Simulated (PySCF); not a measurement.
Cl₂FH₅Si₃, SMILES Cl[SiH](Cl)[SiH2][SiH2]F. Atoms are numbered in the order given.

```xyz
11

Si     2.4626     0.0928    -0.1201
F      3.8081    -0.8351    -0.1355
Si     0.5598    -1.2829     0.0344
Si    -1.2421     0.1174    -0.4960
Cl    -3.0122    -0.5396     0.3632
Cl    -0.7324     1.9843     0.2925
H      2.5405     1.0101     1.0470
H      2.4260     0.8733    -1.3875
H      0.6178    -2.4296    -0.9187
H      0.3650    -1.7879     1.4237
H     -1.4868     0.3090    -1.9479
```
Charge 0, spin multiplicity 1.

Geometry: B3LYP-D3(BJ)/def2-SVP. The structure was generated by enumeration, and PubChem lists no compound with its InChIKey, so it may never have been made. One conformer was computed; it need not be the lowest.

The numbers are results of PySCF 2.14.0 with TDDFT-PBE0/def2-SVPD, not measurements.

Vertical excitations. Gas-phase values at a fixed geometry.

| state | energy (eV) | λ (nm) | f | main pairs |
|---|---|---|---|---|
| S1 | 5.88 | 211 | 0.087 | HOMO→LUMO 90 % |
| S2 | 6.01 | 206 | 0.004 | HOMO→LUMO+1 93 % |
| S3 | 6.46 | 192 | 0.021 | HOMO−1→LUMO 75 %, HOMO→LUMO+2 19 % |
| S4 | 6.47 | 192 | 0.022 | HOMO→LUMO+2 75 %, HOMO−1→LUMO 21 % |
| S5 | 6.80 | 182 | 0.009 | HOMO−1→LUMO+1 92 % |
| S6 | 7.11 | 174 | 0.018 | HOMO−2→LUMO 80 % |
| S7 | 7.16 | 173 | 0.100 | HOMO−1→LUMO+2 78 % |
| S8 | 7.21 | 172 | 0.001 | HOMO−4→LUMO 48 %, HOMO→LUMO+3 25 %, HOMO−3→LUMO 9 % |
| S9 | 7.25 | 171 | 0.002 | HOMO−2→LUMO+1 38 %, HOMO−3→LUMO 34 %, HOMO−4→LUMO 9 % |
| S10 | 7.31 | 170 | 0.014 | HOMO→LUMO+4 51 %, HOMO→LUMO+3 24 % |
| T1 | 5.08 | 244 | 0 | HOMO→LUMO 93 % |
| T2 | 5.46 | 227 | 0 | HOMO→LUMO+1 91 % |
| T3 | 5.73 | 216 | 0 | HOMO→LUMO+2 64 %, HOMO−1→LUMO 27 % |
| T4 | 6.00 | 207 | 0 | HOMO−1→LUMO 61 %, HOMO→LUMO+2 22 % |
Triplets are in the Tamm–Dancoff approximation, which puts them higher than full response would, so one can lie above its singlet here.
